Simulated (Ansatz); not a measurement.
Reaction (redistribution): `S[SiH2][GeH3]` + `F[SiH]1NCO1` → `F[SiH](S)[GeH3]` + `C1N[SiH2]O1`

Gas-phase electronic energies from Ansatz, PBE0-D4/def2-TZVP geometries. CCSD(T)/CBS is the MP2 limit (def2-TZVPP, def2-QZVPP) plus CCSD(T) − MP2 in def2-TZVPP, frozen cores. Functionals use def2-TZVPP. B3LYP here is the variant with VWN-RPA as its local correlation; programs differ in this. For Ge outer-core shells are correlated without core-valence functions, which leaves a few kJ/mol of doubt a bond. Scalar relativity is left out up to krypton. One conformer a species, not always the lowest.

`S[SiH2][GeH3]`:

Cartesian coordinates in Å:
```
S 1.889 -1.304 -0.844
Si -0.033 -0.371 -1.018
Ge -0.739 0.513 1.074
H 2.495 -0.220 -0.332
H -0.027 0.697 -2.054
H -0.932 -1.465 -1.467
H -2.076 1.265 0.944
H 0.322 1.500 1.592
H -0.899 -0.615 2.104
```

`F[SiH]1NCO1`:

Z-matrix (Å, degrees):
```
Si
N 1 1.704
C 1 2.205 2 41.6
F 1 1.589 2 117.6 3 -110.1
O 1 1.655 2 82.2 3 4.2
H 1 1.472 2 120.6 3 120.7
H 2 1.004 1 134.9 3 133.0
H 3 1.096 1 122.0 2 -96.2
H 3 1.094 1 127.5 2 90.6
```

`F[SiH](S)[GeH3]`:

```xyz
9

F    -1.174   -1.680   -0.932
Si   -0.999   -0.441    0.071
S    -1.947    1.307   -0.672
Ge    1.327   -0.076    0.397
H    -1.746   -0.765    1.310
H    -0.981    1.594   -1.562
H     1.926    0.526   -0.885
H     2.064   -1.384    0.725
H     1.528    0.919    1.549
```

`C1N[SiH2]O1`:

Cartesian coordinates in Å:
```
C -0.709 0.677 0.502
N 0.316 -0.313 0.857
Si 0.687 -0.415 -0.825
O -0.435 0.817 -0.900
H -0.565 1.642 1.000
H -1.735 0.326 0.665
H 0.070 -1.041 1.505
H 0.319 -1.665 -1.550
H 2.054 -0.026 -1.254
```

```tsv
level	ΔE (kcal/mol)	difference from CCSD(T)/CBS
PBE-D4	8.6	-0.3
r2SCAN-D4	9.0	0.1
PBE0-D4	9.0	0.1
B3LYP-D4	8.3	-0.6
ωB97X-V	8.6	-0.3
ωB97M-V	8.8	-0.1
B2PLYP	8.7	-0.2
PBE	8.7	-0.2
r2SCAN	9.0	0.1
PBE0	9.1	0.2
B3LYP	8.5	-0.4
HF/def2-TZVPP	8.9	0.0
MP2/def2-TZVPP	9.1	0.2
SCS-MP2/def2-TZVPP	8.7	-0.2
CCSD/def2-TZVPP	9.2	0.3
CCSD(T)/def2-TZVPP	9.2	0.3
HF/def2-QZVPP	8.8	-0.1
MP2/def2-QZVPP	8.9	0.0
SCS-MP2/def2-QZVPP	8.5	-0.4
HF/CBS(def2)	8.8	-0.1
MP2/CBS(def2)	8.8	-0.1
CCSD/CBS(def2)	8.9	0.0
CCSD(T)/CBS	8.9	0
```

Largest T1 diagnostic among the species: 0.012.
